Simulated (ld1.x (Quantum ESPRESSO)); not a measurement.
**Reading a pseudo-wave (boron (B))**

Columns: radius, all-electron u(r) and pseudo u(r) of the 2p shell (level -13.37 eV) of boron in the configuration [He] 2s2 2p0; PBE, non-relativistic, RRKJ scheme, ld1.x (Quantum ESPRESSO) 7.5.

```csv
r (bohr),all-electron,pseudo
0.120,0.0461,0.0176
0.240,0.1419,0.0684
0.360,0.2505,0.1470
0.480,0.3550,0.2448
0.600,0.4477,0.3521
0.720,0.5253,0.4586
0.840,0.5879,0.5554
0.960,0.6375,0.6356
1.080,0.6739,0.6952
1.200,0.6974,0.7328
1.320,0.7094,0.7499
1.440,0.7111,0.7495
1.560,0.7042,0.7358
1.680,0.6903,0.7130
1.800,0.6707,0.6849
1.920,0.6468,0.6542
2.040,0.6197,0.6227
2.160,0.5904,0.5912
2.280,0.5599,0.5599
2.400,0.5287,0.5287
2.520,0.4975,0.4975
2.640,0.4666,0.4666
2.760,0.4365,0.4365
2.880,0.4073,0.4073
3.000,0.3792,0.3792
3.120,0.3523,0.3523
```

How many radial nodes do the two functions have?

The all-electron 2p function has n − l − 1 = 0; the pseudo-wave has 0.

At about which radius was the pseudo-wave matched?

2.40 bohr, where the columns begin to agree (steps of 0.12 bohr).

Is the pseudo-wave norm-conserving?

Yes: the RRKJ scheme keeps the norm inside the radius equal to the all-electron one, which fixes the energy derivative of the logarithmic derivative at the level.
